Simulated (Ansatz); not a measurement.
The cluster Al6N6, relaxed as a singlet with RKS PBE-D4/def2-SVP in Ansatz, starting from the GFN2-xTB geometry. Force threshold 0.03 eV/Å.

Another isomer (singlet) lies 4.22 eV lower at PBE0-D4/def2-TZVP; other spin states weren't run for this one.

Start:

```xyz
12

Al    1.9481    0.9020    1.3377
Al   -0.8979   -1.2266    0.0479
Al   -0.7680    1.4207    0.3589
Al   -1.7836    0.8628   -1.9792
Al    0.0310   -0.4221    2.4966
Al    1.0282    0.1055   -1.1162
N    -1.3450    0.0136    1.3852
N     1.0098    1.6422   -0.0377
N    -1.3926   -0.9028   -1.6652
N    -0.2906   -0.1475   -2.3331
N     1.4701   -0.9256    1.3787
N     0.9906   -1.3221    0.1266
```

Estimate the energy that the relaxation releases and the steps that it takes.

11.8 kcal/mol, in 9 steps; 33 s on 4 threads of Arm Neoverse V2 on a shared host. No frequencies were taken in this run, so the end may be a saddle point.

Does the start keep its bonding and symmetry?

By distances, no bond broke or formed. The bond that changes most is Al6–N10, from 1.81 to 1.88 Å (atoms count from 1). Point group Cs at the start, Cs at the end, both within 0.05 Å.

Predict the relaxed structure.


```xyz
12

Al    1.972    0.971    1.472
Al   -0.988   -1.219    0.010
Al   -0.672    1.354    0.439
Al   -1.726    0.864   -1.877
Al    0.065   -0.347    2.622
Al    1.007    0.159   -1.193
N    -1.381   -0.078    1.455
N     1.130    1.657   -0.060
N    -1.429   -1.014   -1.807
N    -0.299   -0.234   -2.490
N     1.419   -0.893    1.330
N     0.902   -1.220    0.098
```
Bond lengths (bridged metal pairs left out): 14 × Al–N 1.88 to 1.95 Å; 2 × N–N 1.38 to 1.53 Å; 1 × Al–Al 2.59 Å.
